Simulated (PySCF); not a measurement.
## SMILES COC1=CC=CB1, C5H7BO

Cartesian coordinates in Å; atom numbers follow the order of the lines, from 1:
```xyz
14

C    -1.7626    0.4521    0.0695
O    -0.6687   -0.3280   -0.3415
C     0.5568    0.1922   -0.2149
C     1.6865   -0.4561   -0.5720
C     2.8653    0.4109   -0.2962
C     2.5632    1.6231    0.2359
B     1.0222    1.6411    0.3578
H    -2.6643   -0.1463   -0.1133
H    -1.8359    1.3909   -0.5050
H    -1.7104    0.6985    1.1434
H     1.7509   -1.4587   -0.9980
H     3.8801    0.0599   -0.5201
H     3.3121    2.3716    0.4940
H     0.2991    2.5130    0.7756
```

Computed, not measured: TDDFT CAM-B3LYP/def2-TZVPD excited states, vertical, gas phase (PySCF 2.14.0). Geometry: PBE0-D3(BJ)/def2-SVP.

(1) How strongly do the lowest singlets absorb one photon, and two photons of half the energy?

Results:

(1) δ for parallel linear polarisation; σ at the peak of a Lorentzian of half width 0.1 eV, single beam; Ω is circular over linear.
| state | E (eV) | f | photon λ (nm) | δ (au) | σ (GM) | Ω | main |
| --- | --- | --- | --- | --- | --- | --- | --- |
| S1 | 1.67 | 0.007 | 1483 | 62.2 | 0.06 | 0.69 | HOMO→LUMO 0.99 |
| S2 | 4.25 | 0.000 | 584 | 0.17 | 0.00 | 1.50 | HOMO−1→LUMO 0.95 |
| S3 | 4.74 | 0.001 | 524 | 0.4 | 0.00 | 1.50 | HOMO−3→LUMO 0.95 |
| S4 | 5.30 | 0.000 | 468 | 16.7 | 0.17 | 1.50 | HOMO→LUMO+1 0.76, HOMO→LUMO+3 0.12 |
| S5 | 5.46 | 0.112 | 454 | 116 | 1.27 | 0.42 | HOMO−2→LUMO 0.94 |
| S6 | 5.78 | 0.013 | 429 | 23.9 | 0.29 | 1.50 | HOMO→LUMO+2 0.65, HOMO→LUMO+4 0.28 |

Among these, the strongest one-photon state is S5, the strongest two-photon state S5, with a dipole change of 1.5 D (relaxed, norm of the difference vector). Half the energy of S2, S3, S4, S5, S6 comes within 0.4 eV of the allowed S1 or passes it, which inflates δ.
